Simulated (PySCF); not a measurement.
M06-L on V+ (vanadium, charge +1), [Ar] 3d4, high-spin 5D determinant. All numbers are calculated (PySCF 2.14, scalar relativity by spin-free X2C-1e, in Sapporo-DKH3-DZP-2012).

```
cycle= 1 E= -948.857451831589  delta_E= -0.00676  |g|= 0.0214  |ddm|= 0.333
cycle= 2 E= -948.860400521615  delta_E= -0.00295  |g|= 0.0631  |ddm|= 0.348
cycle= 3 E= -948.860460533831  delta_E= -6e-05  |g|= 0.0613  |ddm|= 0.00137
cycle= 4 E= -948.861785135118  delta_E= -0.00132  |g|= 0.0332  |ddm|= 0.167
cycle= 5 E= -948.862065995619  delta_E= -0.000281  |g|= 0.00326  |ddm|= 0.0512
cycle= 6 E= -948.862105192991  delta_E= -3.92e-05  |g|= 0.000752  |ddm|= 0.0402
cycle= 7 E= -948.862105914327  delta_E= -7.21e-07  |g|= 1.24e-05  |ddm|= 0.00415
cycle= 8 E= -948.862105914769  delta_E= -4.42e-10  |g|= 6.76e-06  |ddm|= 0.000138
converged SCF energy = -948.862105914769  <S^2> = 6.0008089  2S+1 = 5.0003235
```

Highest occupied orbital energy: -10.001 eV; ⟨L²⟩ = 7.56; populations by l: s 6.25, p 12.00, d 3.75, f 0.00.

(1) Can this result be used?

Answers

(1) Not for this state. The run converged. ⟨L²⟩ = 7.56 against 6 for a pure D term, so this real determinant mixes terms. The s, p, d and f populations moved away from the nominal configuration during the SCF.
